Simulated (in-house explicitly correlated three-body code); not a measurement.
Computed with an exponentially correlated three-body code. Model: two electrons around a point charge, non-relativistic, variational in 260 exponentially correlated functions (energies converged to about 1e-7 hartree, or 1e-8 relative for large Z).

For two electrons in a singlet the Kohn-Sham orbital is the square root of half the density, so the exact Kohn-Sham potential and energy parts follow from the density alone, and exchange is minus half the Hartree energy. The Kohn-Sham level equals minus the binding energy of the second electron.

Command:
```bash
python run_hyl.py task.json out
```
Settings (lengths in bohr, energies in hartree):
```
Z                      2.64
interaction_strength   1
functions              260
states_tried           13
```

Cost of the run: 30 s on 1 thread of Intel(R) Xeon(R) Platinum 8488C (Sapphire Rapids) (shared host).

**Those bound S and P states to n = 4 that converged, binding against the one-electron ion.**

Given: nuclear charge 2.64.

Computed: one-electron threshold -3.4848 hartree.

| term | energy (hartree) | binding (eV) | quantum defect |
| --- | --- | --- | --- |
| 1 1S | -5.47417167 | 54.134 | 0.17781 |
| 2 3S | -3.90976546 | 11.564 | 0.2211 |
| 2 1S | -3.85487212 | 10.07 | 0.093724 |
| 2 3P | -3.84117144 | 9.6974 | 0.057427 |
| 2 1P | ? | ? | ? |
| 3 3S | -3.65798061 | 4.7125 | 0.21337 |
| 3 1S | ? | ? | ? |
| 3 3P | -3.6402783 | 4.2308 | 0.059007 |
| 3 1P | -3.63286092 | 4.0289 | -0.01376 |
| 4 3S | -3.57847458 | 2.549 | 0.21106 |
| 4 1S | -3.57275331 | 2.3933 | 0.089766 |
| 4 3P | -3.57140346 | 2.3566 | 0.05941 |
| 4 1P | -3.56826998 | 2.2713 | -0.013874 |

Question: What belongs in the row 2 1P?

Answer: energy (hartree): -3.81667408; binding (eV): 9.0308; quantum defect: -0.012993.

Question: What belongs in the row 3 1S?

Answer: energy (hartree): -3.64367469; binding (eV): 4.3232; quantum defect: 0.090613.

**Electric-dipole lines between converged S and P states, rate of the upper state's decay.**

```tsv
s state	p state	p minus s (eV)	oscillator strength from s	rate (1/s)
1 1S	2 1P	45.103	0.40578	1.194e+10
1 1S	3 1P	50.105	0.10096	3.666e+09
1 1S	4 1P	51.862	0.040189	1.5635e+09
2 1S	2 1P	1.0394	0.25196	3.9374e+06
2 1S	3 1P	6.0412	0.22918	1.2098e+08
2 1S	4 1P	7.7988	0.066995	5.8937e+07
3 1S	2 1P	-4.7076	-0.10592	1.0185e+08
3 1S	3 1P	0.29426	0.42682	534560
3 1S	4 1P	2.0519	0.23254	1.4161e+07
4 1S	2 1P	-6.6374	-0.020457	3.9107e+07
4 1S	3 1P	-1.6356	-0.22817	2.6486e+07
4 1S	4 1P	0.122	0.58874	126740
2 3S	2 3P	?	?	?
2 3S	3 3P	7.3331	0.15155	1.1787e+08
2 3S	4 3P	9.2073	0.049202	6.0331e+07
3 3S	2 3P	-4.9849	-0.13676	1.4746e+08
3 3S	3 3P	0.4817	0.60796	2.0404e+06
3 3S	4 3P	?	?	?
4 3S	2 3P	-7.1483	-0.024066	5.3362e+07
4 3S	3 3P	-1.6818	-0.29433	3.6122e+07
4 3S	4 3P	0.19242	0.83309	446130
```

Question: What belongs in the row 2 3S 2 3P?

Answer: p minus s (eV): 1.8665; oscillator strength from s: 0.36561; rate (1/s): 1.8424e+07.

Question: What belongs in the row 3 3S 4 3P?

Answer: p minus s (eV): 2.3559; oscillator strength from s: 0.14583; rate (1/s): 1.1707e+07.

**Exact Kohn-Sham parts of the ground state from its density.**

Computed: Kohn-Sham kinetic 5.4352 hartree; Hartree energy 2.8514 hartree; exchange energy -1.4257 hartree; DFT correlation energy -0.043114 hartree; kinetic part of the DFT correlation energy 0.038943 hartree; potential part of the DFT correlation energy -0.082057 hartree; exact minus restricted Hartree-Fock -0.043089 hartree; Kohn-Sham level -54.134 eV; restricted Hartree-Fock level -54.486 eV; C6 of two such species 0.19115 hartree·bohr⁶.

Question: What is the dipole polarisability?

Answer: 0.35077 bohr³.

Question: What is the total energy?

Answer: -5.47417167 hartree.

**Density and exact potentials over r, pair density (one pair, times 4 pi r12^2) and exact minus Kohn-Sham pair density over r12.**

| radius (bohr) | radial density (electrons/bohr) | exchange potential (hartree) | intracule density (1/bohr) | Coulomb hole against Kohn-Sham (1/bohr) | correlation potential (hartree) |
| --- | --- | --- | --- | --- | --- |
| 0.082 | 0.49788 | -2.2764 | 0.029083 | -0.01212 | -0.043 |
| 0.0955 | 0.6297 | -2.2603 | 0.039535 | -0.01583 | -0.039 |
| 0.111 | 0.78527 | -2.24 | 0.053445 | -0.02045 | -0.034 |
| 0.13 | 0.97687 | -2.2127 | 0.073175 | -0.02646 | -0.029 |
| 0.151 | 1.1837 | -2.1802 | 0.098209 | -0.03335 | -0.023 |
| 0.177 | 1.4249 | -2.137 | 0.13348 | -0.04189 | -0.015 |
| 0.206 | 1.6669 | -2.0861 | 0.17766 | -0.05098 | -0.008 |
| 0.24 | 1.9078 | -2.0241 | 0.23467 | -0.06048 | 0 |
| 0.28 | 2.1285 | -1.9495 | 0.30678 | -0.06935 | 0.008 |
| 0.326 | 2.3008 | -1.8634 | 0.39304 | -0.07586 | 0.015 |
| 0.38 | 2.404 | -1.764 | 0.49382 | -0.07815 | 0.021 |
| 0.443 | 2.4142 | -1.6525 | 0.60381 | -0.07397 | 0.025 |
| 0.517 | 2.3162 | -1.5298 | 0.71416 | -0.06159 | 0.026 |
| 0.602 | 2.1124 | -1.4011 | 0.80781 | -0.04125 | 0.025 |
| 0.702 | 1.8148 | -1.2667 | 0.86844 | -0.01489 | 0.022 |
| 0.819 | 1.4555 | -1.1312 | 0.87608 | 0.01232 | 0.018 |
| 0.955 | 1.0803 | -0.99961 | 0.81853 | 0.03356 | 0.013 |
| 1.11 | ? | ? | ? | ? | ? |
| 1.3 | 0.44557 | -0.7592 | 0.53201 | 0.04048 | 0.005 |
| 1.51 | ? | ? | ? | ? | ? |
| 1.76 | 0.11542 | -0.56682 | 0.20935 | 0.01532 | 0.002 |
| 2.06 | 0.044909 | -0.48506 | 0.099351 | 0.005023 | 0.001 |

Question: What belongs in the row 1.11?

Answer: radial density (electrons/bohr): 0.73938; exchange potential (hartree): -0.87747; intracule density (1/bohr): 0.70084; Coulomb hole against Kohn-Sham (1/bohr): 0.04335; correlation potential (hartree): 0.008.

Question: What belongs in the row 1.51?

Answer: radial density (electrons/bohr): 0.24484; exchange potential (hartree): -0.65825; intracule density (1/bohr): 0.36124; Coulomb hole against Kohn-Sham (1/bohr): 0.02904; correlation potential (hartree): 0.003.

The correlation energy of density-functional theory lies 0.025 millihartree below exact minus Hartree-Fock, because the Hartree-Fock density, unlike the exact one, minimises the Hartree-Fock energy.
